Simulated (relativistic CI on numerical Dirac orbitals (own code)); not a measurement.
Calculated at this level of theory: Dirac-Coulomb-Breit CI, KLI orbitals optimised for each configuration, model QED (radiative potential, 1s self-energy scaled to tabulated hydrogen-like ionisation energies), unscaled Slater integrals (own radial code, finite nucleus).

The strongest absorption lines from the ground level of an ion, among the configurations computed and to levels below about 2360 eV (vacuum wavelength in Å, gf): 5.7282 (0.32), 5.7568 (0.69), 5.7682 (0.19), 5.8800 (0.62), 5.8854 (0.25), 5.9069 (0.36), 24.699 (1.6), 26.140 (0.56).

Problem. Which ion is it?
A. Pt LIII
B. Pb LVII
C. Yb XLV
D. W XLIX

Solution. A. Pt LIII has 26 electrons and the ground level 3s2.3p6.3d8 3F_4; the strongest line goes to 3s2.3p5.3d9 3D°_3. The pattern of lines fixes the number of electrons, and along that sequence the line energies rise steadily with the charge (about as its square where n changes within one kind of shell, about linearly where n is kept but much faster in heavy ions where fine structure, which grows about as Z⁴, sets the gap, and irregularly where shells cross), which fixes Z. Configurations outside the model, such as inner-shell arrays, can give stronger lines. At this charge energies of transitions that change n are usually good to better than 1 %, and those within a shell (Δn = 0) to a few per cent.

LS names give the leading component of a level, which can be under half, so a name can repeat, a term be missing and a line seem to break the LS rules.
